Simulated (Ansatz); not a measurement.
The input (input.yaml):

```yaml
crystal:
  periodic: [false, false, false]
  atoms:
    - { symbol: Si, position_ang: [-0.041335, -1.088463, -0.461673] }
    - { symbol: O, position_ang: [0.386009, 0.470542, -0.017006] }
    - { symbol: H, position_ang: [0.739055, -1.515115, -1.654333] }
    - { symbol: H, position_ang: [-1.489155, -0.952965, -0.739427] }
    - { symbol: "N", position_ang: [0.25298, -2.286638, 0.725553] }
    - { symbol: H, position_ang: [-0.277186, 2.421649, -0.410832] }
    - { symbol: S, position_ang: [-0.502444, 3.747481, -0.569005] }
    - { symbol: H, position_ang: [1.304306, 0.624663, 0.233589] }
    - { symbol: H, position_ang: [1.053781, -2.905418, 0.69521] }
    - { symbol: H, position_ang: [-0.257408, -2.355724, 1.597996] }
    - { symbol: H, position_ang: [-1.168705, 3.84009, 0.599829] }
basis:
  gaussian: { orbitals: def2-SVP }
hamiltonian:
  xc: cam_b3lyp
neb:
  order_check: false
  images: 9
  f_tol: 0.2
  max_iterations: 60
  final_atoms:
    - { symbol: Si, position_ang: [-0.43909886, -0.70998996, -1.10183408] }
    - { symbol: O, position_ang: [-0.19750596, 1.53972162, 1.55562766] }
    - { symbol: H, position_ang: [-0.09638039, -1.59647862, -2.2478351] }
    - { symbol: H, position_ang: [-1.85878735, -0.93174751, -0.72430895] }
    - { symbol: "N", position_ang: [0.46119042, -1.0352022, 0.37168362] }
    - { symbol: H, position_ang: [0.62811447, 1.98070591, 1.79186611] }
    - { symbol: S, position_ang: [0.01485397, 1.26638867, -1.74439281] }
    - { symbol: H, position_ang: [0.06651406, 0.61538316, 1.36381399] }
    - { symbol: H, position_ang: [1.4759782, -1.0642742, 0.29358128] }
    - { symbol: H, position_ang: [0.14326232, -1.82324444, 0.9333869] }
    - { symbol: H, position_ang: [-0.19824288, 1.75883957, -0.49168763] }
  initial_path:
    images:
      - { positions_ang: [[-0.041335, -1.088463, -0.461673], [0.386009, 0.470542, -0.017006], [0.739055, -1.515115, -1.654333], [-1.489155, -0.952965, -0.739427], [0.25298, -2.286638, 0.725553], [-0.277186, 2.421649, -0.410832], [-0.502444, 3.747481, -0.569005], [1.304306, 0.624663, 0.233589], [1.053781, -2.905418, 0.69521], [-0.257408, -2.355724, 1.597996], [-1.168705, 3.84009, 0.599829]] }
      - { positions_ang: [[-0.1005931, -0.94363016, -0.44117507], [0.48894778, 0.5308838, 0.15517643], [0.66638573, -1.31609005, -1.64711419], [-1.51821569, -0.79539551, -0.53877528], [0.20562011, -2.21179685, 0.64166711], [-0.11659238, 2.29492323, -0.29415827], [-0.52542363, 3.39970633, -0.69273698], [1.4086643, 0.62207584, 0.31933944], [1.01116689, -2.81136031, 0.56950081], [-0.27190115, -2.32369463, 1.51976869], [-1.24816088, 3.5544803, 0.40840831]] }
      - { positions_ang: [[-0.1598512, -0.79879732, -0.42067714], [0.59188655, 0.5912256, 0.32735887], [0.59371647, -1.1170651, -1.63989538], [-1.54727637, -0.63782602, -0.33812355], [0.15826022, -2.13695571, 0.55778122], [0.04400124, 2.16819746, -0.17748455], [-0.54840326, 3.05193167, -0.81646895], [1.5130226, 0.61948869, 0.40508987], [0.96855279, -2.71730261, 0.44379163], [-0.2863943, -2.29166526, 1.44154137], [-1.32761675, 3.2688706, 0.21698762]] }
      - { positions_ang: [[-0.2191093, -0.65396447, -0.40017922], [0.69482533, 0.6515674, 0.4995413], [0.5210472, -0.91804015, -1.63267657], [-1.57633706, -0.48025653, -0.13747183], [0.11090033, -2.06211456, 0.47389533], [0.20459486, 2.04147169, -0.06081082], [-0.57138288, 2.704157, -0.94020093], [1.6173809, 0.61690153, 0.49084031], [0.92593868, -2.62324492, 0.31808244], [-0.30088744, -2.25963588, 1.36331406], [-1.40707263, 2.9832609, 0.02556694]] }
      - { positions_ang: [[-0.27836739, -0.50913163, -0.37968129], [0.79776411, 0.7119092, 0.67172374], [0.44837794, -0.7190152, -1.62545776], [-1.60539774, -0.32268704, 0.06317989], [0.06354044, -1.98727342, 0.39000944], [0.36518848, 1.91474592, 0.0558629], [-0.59436251, 2.35638234, -1.06393291], [1.7217392, 0.61431438, 0.57659075], [0.88332457, -2.52918723, 0.19237325], [-0.31538059, -2.22760651, 1.28508675], [-1.48652851, 2.69765119, -0.16585375]] }
      - { positions_ang: [[-0.33762549, -0.36429879, -0.35918336], [0.90070288, 0.772251, 0.84390617], [0.37570867, -0.51999025, -1.61823896], [-1.63445843, -0.16511755, 0.26383162], [0.01618055, -1.91243227, 0.30612355], [0.52578211, 1.78802015, 0.17253663], [-0.61734214, 2.00860767, -1.18766489], [1.82609751, 0.61172722, 0.66234118], [0.84071047, -2.43512953, 0.06666406], [-0.32987374, -2.19557714, 1.20685944], [-1.56598439, 2.41204149, -0.35727444]] }
      - { positions_ang: [[-0.35792017, -0.43343702, -0.50771351], [0.68106111, 0.92574513, 0.98625047], [0.28129086, -0.73528792, -1.74415818], [-1.67932421, -0.31844354, 0.0662035], [0.10518253, -1.73698626, 0.31923556], [0.54624858, 1.8265573, 0.49640252], [-0.49090292, 1.86016387, -1.29901047], [1.47418082, 0.61245841, 0.80263574], [0.96776401, -2.16095847, 0.11204751], [-0.23524653, -2.1211106, 1.15216493], [-1.29243608, 2.28140111, -0.38415708]] }
      - { positions_ang: [[-0.37821484, -0.50257526, -0.65624365], [0.46141934, 1.07923925, 1.12859477], [0.18687305, -0.9505856, -1.87007741], [-1.72419, -0.47176954, -0.13142461], [0.1941845, -1.56154024, 0.33234758], [0.56671505, 1.86509445, 0.82026842], [-0.3644637, 1.71172007, -1.41035605], [1.12226413, 0.6131896, 0.9429303], [1.09481756, -1.8867874, 0.15743095], [-0.14061932, -2.04664406, 1.09747042], [-1.01888778, 2.15076072, -0.41103972]] }
      - { positions_ang: [[-0.39850951, -0.57171349, -0.80477379], [0.24177758, 1.23273337, 1.27093907], [0.09245524, -1.16588327, -1.99599664], [-1.76905578, -0.62509553, -0.32905272], [0.28318647, -1.38609423, 0.34545959], [0.58718152, 1.90363161, 1.14413432], [-0.23802447, 1.56327627, -1.52170164], [0.77034744, 0.61392079, 1.08322487], [1.22187111, -1.61261633, 0.2028144], [-0.0459921, -1.97217752, 1.04277591], [-0.74533948, 2.02012034, -0.43792236]] }
      - { positions_ang: [[-0.41880419, -0.64085172, -0.95330394], [0.02213581, 1.3862275, 1.41328337], [-0.00196257, -1.38118095, -2.12191587], [-1.81392157, -0.77842152, -0.52668083], [0.37218845, -1.21064821, 0.35857161], [0.607648, 1.94216876, 1.46800022], [-0.11158525, 1.41483247, -1.63304722], [0.41843075, 0.61465197, 1.22351943], [1.34892465, -1.33844526, 0.24819784], [0.04863511, -1.89771098, 0.98808141], [-0.47179118, 1.88947995, -0.464805]] }
      - { positions_ang: [[-0.43909886, -0.70998996, -1.10183408], [-0.19750596, 1.53972162, 1.55562766], [-0.09638039, -1.59647862, -2.2478351], [-1.85878735, -0.93174751, -0.72430895], [0.46119042, -1.0352022, 0.37168362], [0.62811447, 1.98070591, 1.79186611], [0.01485397, 1.26638867, -1.74439281], [0.06651406, 0.61538316, 1.36381399], [1.4759782, -1.0642742, 0.29358128], [0.14326232, -1.82324444, 0.9333869], [-0.19824288, 1.75883957, -0.49168763]] }
```

Command:

```bash
$ ansatz run input.yaml --threads 4 --pin off --max-ram 5120MiB --backend cpu --events-out ev --progress --plain --runs-dir out
```

Hardware: 4 threads of Arm Neoverse N1, with other jobs on the host.

Roughly how long does this run take, and how much memory?

6.3 min, with a peak of 0.27 GiB, for 20 band iterations.
